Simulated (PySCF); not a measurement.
## How good is the calculation?

Cartesian coordinates in Å; atom numbers follow the order of the lines, from 1:
```xyz
21

C    -2.057    0.075    1.115
C    -1.305   -0.508   -0.084
C    -1.877    0.032   -1.397
C     0.173   -0.220    0.016
C     0.655    1.084    0.028
C     2.011    1.338    0.120
C     2.912    0.291    0.203
C     2.446   -1.012    0.192
C     1.088   -1.261    0.100
H    -1.987    1.159    1.124
H    -3.108   -0.200    1.071
H    -1.637   -0.305    2.044
H    -1.440   -1.596   -0.076
H    -1.801    1.116   -1.433
H    -2.926   -0.241   -1.493
H    -1.332   -0.379   -2.245
H    -0.034    1.914   -0.036
H     2.366    2.359    0.128
H     3.972    0.489    0.274
H     3.140   -1.837    0.257
H     0.733   -2.283    0.094
```

Published estimates (parent shift plus substituent increments) and measurements: δ ¹³C C4 148.7; C6/C8 128.6; C7 126.1; C5/C9 126.0 ppm (estimated from measurements, as parent shift plus tabulated substituent increment; solution, CCl4; Levy, Lichter, Nelson pp. 111-112; Breitmaier, Voelter pp. 256-258, as tabulated by Wired Chemist).
δ ¹³C C6/C8 128.2; C5/C9 126.3; C7 125.7; δ ¹H H18/H20 7.26; H17/H21 7.21; H19 7.16 ppm (estimated from measurements, as parent shift plus tabulated substituent increment; solution, not stated per compound (mostly CDCl3 or CCl4); Pretsch, Buehlmann, Badertscher, Structure Determination of Organic Compounds, 4th ed. (2009)).

[PySCF 2.14: shieldings: GIAO PBE0/pcSseg-1; GFN2-xTB structure; isolated molecule; non-relativistic; one computed conformer; averaged over atoms made equivalent by symmetry, fast rotation or ring inversion]

Q: What does the calculation give, and how does it compare?

A: 
Reference values: estimated from measurements, as parent shift plus tabulated substituent increment (solution, CCl4; Levy, Lichter, Nelson pp. 111-112; Breitmaier, Voelter pp. 256-258, as tabulated by Wired Chemist).
| atoms | quantity | reference | computed | computed, scaled |
| --- | --- | --- | --- | --- |
| C4 | δ ¹³C | 148.7 | 155.4 | 149.2 |
| C6/C8 | δ ¹³C | 128.6 | 134.2 | 128.6 |
| C7 | δ ¹³C | 126.1 | 131.6 | 126.0 |
| C5/C9 | δ ¹³C | 126.0 | 131.8 | 126.2 |

Reference values: estimated from measurements, as parent shift plus tabulated substituent increment (solution, not stated per compound (mostly CDCl3 or CCl4); Pretsch, Buehlmann, Badertscher, Structure Determination of Organic Compounds, 4th ed. (2009)).
```tsv
atoms	quantity	reference	computed	computed, scaled
C6/C8	δ ¹³C	128.2	134.2	128.6
C5/C9	δ ¹³C	126.3	131.8	126.2
C7	δ ¹³C	125.7	131.6	126.0
H18/H20	δ ¹H	7.26	7.60	7.26
H17/H21	δ ¹H	7.21	7.51	7.18
H19	δ ¹H	7.16	7.49	7.16
```

Computed shifts are σ(ref) − σ with the named reference compound (TMS for H and C) calculated as an isolated molecule at the same level. The measured values may be among those fitted. Shieldings were converted by linear fits to measured shifts (mostly CDCl3, TMS scale, for H and C): ¹³C: δ = 179.97 − 0.974σ (rms 2.1 ppm, 958 shifts, 2.3 ppm with the 13 outliers that the fit left out); ¹H: δ = 30.01 − 0.943σ (rms 0.17 ppm, 504 shifts, 0.18 ppm with the 4 outliers that the fit left out). A few per cent of atoms miss by over 2 rms, more outside the fitted compound classes.

Q: How far are the unscaled ¹³C shifts from the references?

A: Mean signed difference +5.86 ppm, mean absolute 5.86 ppm over 7 comparisons; the largest is +6.7 ppm at C4 (substituted aromatic carbon).

Q: How far are the unscaled ¹H shifts from the references?

A: Mean signed difference +0.32 ppm, mean absolute 0.32 ppm over 3 comparisons; the largest is +0.34 ppm at H18/H20 (hydrogen on an aromatic CH).

10 of the 14 published NMR values on file for this molecule are compared. The rest: values from further sources.
